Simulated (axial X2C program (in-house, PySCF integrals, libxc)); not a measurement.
**Working with the constants of BeI⁻**

A bond curve at the CCSD(T) level, 2c, was computed with an axial X2C code built on PySCF integrals (basis I dyall-acv3z [12s13p9d5f1g], Be dyall-av3z [9s9p4d2f] (cores contracted in-house)) for the state Ω = 0 (closed shell). Its fit gives Re = 2.4756 Å, ωe = 297.2 cm⁻¹, ωexe = 5.75 cm⁻¹ and αe = 7.127e-03 cm⁻¹; the masses are 126.9045 and 9.0122 u. Two-component means X2C with spin–orbit coupling and atomic mean-field Coulomb and Gaunt terms.

Correlated methods: 10 electrons correlated (number of frozen shells: I 4 s, 3 p, 2 d; Be 1 s), 288 virtual spin orbitals or spinors in MP2, 90 natural virtuals in coupled cluster.

(1) Find the reduced mass, Be and the force constant.

(2) Where do the fundamental and the first overtone lie?

(3) Give B0, the J = 1←0 line in GHz and the most populated J at 300 K (kT = 208.5 cm⁻¹).

(4) Estimate De from a Morse curve and compare with the computed well depth of 0.745 eV to I- + Be.

(5) Estimate the centrifugal constant by the Kratzer relation.

Occupations by symmetry block were frozen at the best pattern of an incomplete PBE0 search. De is counted from the lowest determinant-based energies of the atoms at the same level, without counterpoise correction. Coupled cluster ran in a truncated set of natural virtual spinors; the MP2 energy of the rest was added. (T) has no such correction and the atoms are truncated less, which lowers De at CCSD(T) by a hundredth of an eV or more.

## Answers

(1) From the CCSD(T) values: μ = 8.4146 u. Be = 16.8576/(μ Re²) = 0.3269 cm⁻¹. k = 5.8918×10⁻⁷ μ ωe² = 0.438 mdyn/Å.

(2) ν(1←0) = ωe − 2ωexe = 285.7 cm⁻¹; ν(2←0) = 2ωe − 6ωexe = 559.9 cm⁻¹.

(3) B0 = Be − αe/2 = 0.3233 cm⁻¹; 2B0 = 19.39 GHz; J(max) ≈ √(kT/2B0) − 1/2 = 17.5, so J = 17.

(4) De(Morse) = ωe²/(4ωexe) = 0.476 eV against 0.745 eV computed, a ratio of 0.64. The extrapolation falls short: long-range attraction (ionic or ion–induced dipole) or a change of character along the curve can cause this.

(5) D = 4Be³/ωe² = 1.58e-06 cm⁻¹.
